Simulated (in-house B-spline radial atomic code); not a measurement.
# Ionising Nb6+ with different functionals

Computed with a radial B-spline atomic code at the basis-set limit: scalar-relativistic (spin-free X2C) Hamiltonian, Fermi nucleus of rms radius 4.324 fm, spin-polarised at highest spin, spherical fractional occupations for the functionals, the average over the highest-spin determinants for Hartree-Fock. The ionisation energy is the difference of two self-consistent energies, [Ar] 3d10 4s2 4p5 → [Ar] 3d10 4s2 4p4, without Breit or QED terms; ε is the level of the shell that loses the electron (its least bound occupied spin orbital). There is no spin-orbit coupling in this Hamiltonian.

Hybrids are left out here: with spherical fractional occupations of an open shell their exact exchange keeps a self-interaction that integer-occupation calculations don't have.

```json
{"method": "Hartree-Fock", "rung": "Hartree-Fock", "ΔSCF (eV)": "118.31", "-ε(4p) (eV)": "118.94"}
{"method": "LDA VWN5", "rung": "LDA", "ΔSCF (eV)": "120.05", "-ε(4p) (eV)": "111.29"}
{"method": "LDA PW92", "rung": "LDA", "ΔSCF (eV)": "120.04", "-ε(4p) (eV)": "111.28"}
{"method": "LDA exchange-only", "rung": "LDA", "ΔSCF (eV)": "117.99", "-ε(4p) (eV)": "109.33"}
{"method": "PBE", "rung": "GGA", "ΔSCF (eV)": "119.66", "-ε(4p) (eV)": "111.01"}
{"method": "PBEsol", "rung": "GGA", "ΔSCF (eV)": "119.70", "-ε(4p) (eV)": "111.02"}
{"method": "BLYP", "rung": "GGA", "ΔSCF (eV)": "?", "-ε(4p) (eV)": "?"}
{"method": "RPBE", "rung": "GGA", "ΔSCF (eV)": "?", "-ε(4p) (eV)": "?"}
{"method": "PW91", "rung": "GGA", "ΔSCF (eV)": "119.81", "-ε(4p) (eV)": "111.13"}
{"method": "BP86", "rung": "GGA", "ΔSCF (eV)": "119.86", "-ε(4p) (eV)": "111.16"}
{"method": "AM05", "rung": "GGA", "ΔSCF (eV)": "119.73", "-ε(4p) (eV)": "111.05"}
{"method": "OLYP", "rung": "GGA", "ΔSCF (eV)": "119.75", "-ε(4p) (eV)": "111.21"}
{"method": "TPSS", "rung": "meta-GGA", "ΔSCF (eV)": "119.79", "-ε(4p) (eV)": "111.19"}
{"method": "SCAN", "rung": "meta-GGA", "ΔSCF (eV)": "120.00", "-ε(4p) (eV)": "111.55"}
{"method": "r2SCAN", "rung": "meta-GGA", "ΔSCF (eV)": "119.98", "-ε(4p) (eV)": "111.54"}
{"method": "revTPSS", "rung": "meta-GGA", "ΔSCF (eV)": "119.77", "-ε(4p) (eV)": "111.20"}
```

**Question.** What does RPBE give?

**Answer.** ΔSCF 119.58 eV, and -ε(4p) = 110.96 eV.

**Question.** What does BLYP give?

**Answer.** ΔSCF 119.53 eV, and -ε(4p) = 110.83 eV.

**Question.** How do they compare with the NIST value?

**Answer.** NIST lists 119.1 eV ± 0.4 (measured, ground level to ground level). Errors run from -1.11 to +0.95 eV; BLYP is closest (+0.43 eV), though others lie within the uncertainty of it, and part of that can be cancellation, since the calculations leave out spin-orbit coupling, Breit-QED terms, multiplet and fine-structure energies. Hartree-Fock also lacks correlation.
